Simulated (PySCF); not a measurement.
## Dipole response of H (hydrogen, neutral)

1s1, 2S determinant. Calculation: PySCF 2.14, in aug-cc-pVQZ with one added diffuse shell each of s, p, d, f type (6s5p4d3f, 62 functions); the non-relativistic Hamiltonian (point nucleus). Coupled (time-dependent) response in atomic units; α is the mean over directions.

| method | mean α (bohr³) | C₆ (like pair) | S(−4) |
| --- | --- | --- | --- |
| UHF | 4.500 | 6.496 | 26.60 |

S(−4) is the Cauchy moment in α(ω) = α(0) + S(−4) ω² + …

Reference α: 4.507 bohr³ (recommended; Schwerdtfeger and Nagle, table of static dipole polarizabilities (2023 update)). Published C₆: 6.499 (Chu and Dalgarno (2004); Tang, Norbeck and Certain (1976)).

α(iu) at UHF:

```json
{"u (hartree)": "0", "α(iu) (bohr³)": "4.500"}
{"u (hartree)": "0.0500", "α(iu) (bohr³)": "4.435"}
{"u (hartree)": "0.100", "α(iu) (bohr³)": "4.250"}
{"u (hartree)": "0.200", "α(iu) (bohr³)": "3.653"}
{"u (hartree)": "0.300", "α(iu) (bohr³)": "2.977"}
{"u (hartree)": "0.500", "α(iu) (bohr³)": "1.903"}
{"u (hartree)": "0.750", "α(iu) (bohr³)": "1.143"}
{"u (hartree)": "1.00", "α(iu) (bohr³)": "0.7433"}
{"u (hartree)": "1.50", "α(iu) (bohr³)": "0.3775"}
{"u (hartree)": "2.00", "α(iu) (bohr³)": "0.2251"}
{"u (hartree)": "3.00", "α(iu) (bohr³)": "0.1052"}
{"u (hartree)": "5.00", "α(iu) (bohr³)": "0.03910"}
```

A single London oscillator, α(iu) = α/(1 + u²/ω²), gives C₆ = (3/4) ω α². Matching the computed C₆ needs ω = 4 × 6.496 / (3 × 4.500²) = 0.428 hartree.

For a non-relativistic one-electron ion the exact value is 9/(2Z⁴) = 4.500 bohr³; Hartree-Fock is exact here up to the basis.
